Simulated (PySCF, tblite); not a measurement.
Isomers of C7H3ClOS, one GFN2-xTB conformer each. Single-point energies are computed at PBE0/pcSseg-1 (PySCF, gas phase, no added dispersion term), electronic only.

**Question.** Rank them by PBE0/pcSseg-1 energy, lowest first (kJ/mol).
A. `[CH:1]#[C:2][c:3]1[cH:4][cH:5][s:6][c:7]1[C:8](=[O:9])[Cl:10]` with S6–C7–C8–O9 180°
B. `[CH:1]#[C:2][c:3]1[cH:4][cH:5][c:6]([C:7](=[O:8])[Cl:9])[s:10]1` with C5–C6–C7–O8 180°
C. `[CH:1]#[C:2][c:3]1[cH:4][s:5][c:6]([C:7](=[O:8])[Cl:9])[cH:10]1` with S5–C6–C7–O8 0°

**Answer.** B (0.0), C (3.5), A (12.1).

Neighbours under 10 kJ/mol apart (C#Cc1ccc(C(=O)Cl)s1 and C#Cc1csc(C(=O)Cl)c1; C#Cc1csc(C(=O)Cl)c1 and C#Cc1ccsc1C(=O)Cl) can change places with a better method, another conformer or zero-point energy. GFN2-xTB itself gives, in the same order: 0.0, 5.7, 2.2. Both levels put the same isomer lowest; measured from each level's own lowest isomer, the values differ by up to 9.9 kJ/mol (C#Cc1ccsc1C(=O)Cl: 2.2 against 12.1).

**Question.** Which frontier levels, dipoles and rotational constants go with these structures?

**Answer.** 
```tsv
SMILES	HOMO (eV, PBE0/pcSseg-1)	LUMO (eV)	dipole (D)	A, B, C (MHz)
C#Cc1ccc(C(=O)Cl)s1	-7.42	-2.83	4.46	3104, 530.7, 453.2
C#Cc1csc(C(=O)Cl)c1	-7.45	-2.60	3.98	1741, 647.4, 471.9
C#Cc1ccsc1C(=O)Cl	-7.47	-2.69	4.19	1347, 981.8, 567.9
```

**Question.** What happens when harmonic zero-point energies from GFN2-xTB frequencies are added?

**Answer.** 
```tsv
SMILES	ZPE (kJ/mol)	electronic (kJ/mol)	with ZPE (kJ/mol)
C#Cc1ccc(C(=O)Cl)s1	193.6	0.0	0.0
C#Cc1csc(C(=O)Cl)c1	193.5	3.5	3.4
C#Cc1ccsc1C(=O)Cl	193.6	12.1	12.1
```

The zero-point energies span 0.1 kJ/mol. The order is unchanged.

**Question.** As an exercise, what shares would exp(−E/RT) give at 298.15 K from these electronic energies alone (no entropy, no degeneracies)?

**Answer.** RT = 2.479 kJ/mol: C#Cc1ccc(C(=O)Cl)s1 80.1 %, C#Cc1csc(C(=O)Cl)c1 19.3 %, C#Cc1ccsc1C(=O)Cl 0.6 %.
